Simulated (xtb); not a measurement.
dimethyl diselenide (C$_{2}$H$_{6}$Se$_{2}$), singlet, at a GFN2-xTB geometry. Base run: GFN0-xTB in xtb.

Input for xtb:
```
$ xtb mol.xyz --gfn 0 --json

# file mol.xyz
10

C      1.96855851    -1.17613388     0.15905438
Se     0.97949753     0.50754903     0.43355029
Se    -0.95991794     0.03942388    -0.69425543
C     -2.03741298    -0.74737573     0.75775304
H      2.96496543    -1.03041597     0.56454385
H      2.02239553    -1.38660484    -0.90507308
H      1.46684649    -1.98439873     0.68384831
H     -3.03451247    -0.91244136     0.36148533
H     -2.07384495    -0.05067966     1.59012976
H     -1.59842926    -1.69148076     1.06819576
```

Each row names what was changed in the base input (with any setting that the change needs).

```tsv
change	ΔE vs base (kcal/mol)	HOMO-LUMO gap (eV)
base	0.000	3.41
etemp = 1000	0.000	3.41
acc = 30	0.000	3.41
acc = 0.1	0.000	3.41
etemp = 10000	(withheld)	3.41
etemp = 3000	-0.046	3.41
```

Task: What belongs in the gaps?

Result: 
- etemp = 10000, ΔE vs base (kcal/mol): -19.51
